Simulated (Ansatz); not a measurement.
Bond stretch in SH (cation, charge +1), lowest triplet found (which spin is the ground state isn't settled by this scan).

Computed with full CI/cc-pVTZ, frozen core run with Ansatz (a quantum-chemistry and plane-wave program).

Problem. Relative to R = 1.38 Å, what are the energies at R = 1.18, 1.54, 2.41, 3.43 Å?

Solution. 56.6 kJ/mol at 1.18 Å, 24.3 kJ/mol at 1.54 Å, 263.3 kJ/mol at 2.41 Å, 336.6 kJ/mol at 3.43 Å.
